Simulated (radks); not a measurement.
Species: Er4+. Configuration: [Xe] 4f10.

All-electron calculation, non-relativistic Kohn-Sham, PBEsol, spin-polarised, spherical densities, point nucleus; open shells are filled with parallel spins first (spin-orbit coupling, left out, can overturn this in heavy ions); relativity is left out, which matters for an element this heavy. Program: a radial shooting solver on a logarithmic mesh with Libxc functionals.

Energy parts (hartree):
total: -12494.5760
kinetic: 12490.7908
electron-nucleus: -29596.5734
Hartree: 4871.4095
exchange-correlation: -260.2029

Orbitals (lengths in bohr, moments of r in powers of bohr; r(max) is where P^2 peaks):
orbital  occ.  eigenvalue (hartree)   r(max)      <r^2>
1s down     1             -1964.742  0.01479  0.0006647
1s up       1             -1964.742  0.01479  0.0006647
2s up       1             -318.5169  0.08083    0.01050
2s down     1             -318.5132  0.08083    0.01050
2p up       3             -304.1327  0.06284   0.007787
2p down     3             -304.1305  0.06284   0.007787
3s up       1             -72.53596   0.2238    0.06707
3s down     1             -72.44814   0.2238    0.06699
3p up       3             -66.01569   0.2115    0.06245
3p down     3             -65.93584   0.2114    0.06236
3d up       5             -53.85060   0.1679    0.04930
3d down     5             -53.79298   0.1678    0.04921
4s up       1             -15.60451   0.5073     0.3337
4s down     1             -15.46187   0.5073     0.3341
4p up       3             -12.98395   0.5104     0.3494
4p down     3             -12.84222   0.5105     0.3500
4d up       5              -8.26573   0.5120     0.3901
4d down     5              -8.12571   0.5122     0.3916
5s up       1              -3.33616    1.168      1.849
5s down     1              -3.28509    1.175      1.879
5p up       3              -2.58242    1.260      2.240
5p down     3              -2.54182    1.270      2.283
4f up       7              -2.33187   0.4910     0.6102
4f down     3              -2.20145   0.4927     0.6346

The highest occupied level is 4f down at -59.905 eV. Virial ratio -V/T = 2.00030. The density falls to 0.001 e/bohr^3 at r = 3.02 bohr. Summed over all electrons, <r^2> = 31.22 bohr^2, which gives a Langevin (diamagnetic) susceptibility term of -24.7 x 10^-6 cm^3/mol.
